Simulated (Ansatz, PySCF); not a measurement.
C4H9O, SMILES C1CC[OH+]C1, charge +1.

Geometry: PBE-D3(BJ)/def2-SVP. The isomer is the one that the SMILES or the coordinates give; other isomers of the formula were not compared. The values are those of a single conformer.

Vertical ionisation energy (IE) and electron affinity (EA) in eV. Rows of orbital energies are one-electron estimates. Where ΔSCF, EOM or ADC give a negative EA the extra electron is unbound and the value depends on the basis.

```
level                                                                   IE    EA
-------------------------------------------------------------------  -----  ----
−ε(HOMO), −ε(LUMO), HF/def2-TZVP (PySCF)                             18.19  1.82
ΔSCF, PBE0/def2-SVPD (Ansatz), final states of multiplicity 2 and 2  16.97  3.53
```

What vertical singlet–triplet gap does ΔSCF give with PBE0/def2-SVPD (Ansatz, an electronic-structure program)? (The exact figures need the calculation; the answer reports its results.)

7.97 eV (triplet above singlet where positive).
